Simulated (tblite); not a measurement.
Parent: `[CH3:1][C:2](=[O:3])[N:4]([CH3:5])[SiH3:6]` with C1–C2–N4–C5 0°, C3H9NOSi.

Structures optimised with GFN2-xTB, isolated species. One conformer each, not checked by frequencies here.

| coordinate of the parent | value |
| --- | --- |
| C1–C2 | 1.500 Å |
| C2=O3 | 1.229 Å |
| C2–N4 | 1.335 Å |
| N4–C5 | 1.436 Å |
| N4–Si6 | 1.774 Å |
| C1–C2–O3 | 123.5° |
| C1–C2–N4 | 120.6° |
| O3–C2–N4 | 115.9° |
| C2–N4–C5 | 124.2° |
| C2–N4–Si6 | 106.2° |
| C5–N4–Si6 | 129.6° |

**Question.** How does the shared frame change in `[CH3:1][O:2][CH2:3][SiH2:4][N:5]([CH3:6])[C:7]([CH3:8])=[O:9]` with C1–O2–C3–Si4 -66°, O2–C3–Si4–N5 -161°, C3–Si4–N5–C6 -3°, Si4–N5–C7–C8 -179°, C5H13NO2Si? Atoms pair as C1 = C8, C2 = C7, O3 = O9, N4 = N5, C5 = C6, Si6 = Si4 (parent first).

**Answer.** 
| parent | relative | value in the relative | change |
| --- | --- | --- | --- |
| C1–C2 | C8–C7 | 1.499 Å | -0.001 |
| C2=O3 | C7=O9 | 1.227 Å | -0.002 |
| C2–N4 | C7–N5 | 1.338 Å | +0.003 |
| N4–C5 | N5–C6 | 1.438 Å | +0.002 |
| N4–Si6 | N5–Si4 | 1.773 Å | -0.001 |
| C1–C2–O3 | C8–C7–O9 | 123.6° | +0.1 |
| C1–C2–N4 | C8–C7–N5 | 120.5° | -0.1 |
| O3–C2–N4 | O9–C7–N5 | 116.0° | +0.1 |
| C2–N4–C5 | C7–N5–C6 | 123.6° | -0.6 |
| C2–N4–Si6 | C7–N5–Si4 | 105.0° | -1.2 |
| C5–N4–Si6 | C6–N5–Si4 | 131.4° | +1.8 |

No shared bond changes by more than 0.004 Å. Bonds of the relative outside the shared frame: C1–O2 1.398, O2–C3 1.420, C3–Si4 1.920 Å. Point group Cs → C1.

All values are computed, not measured.
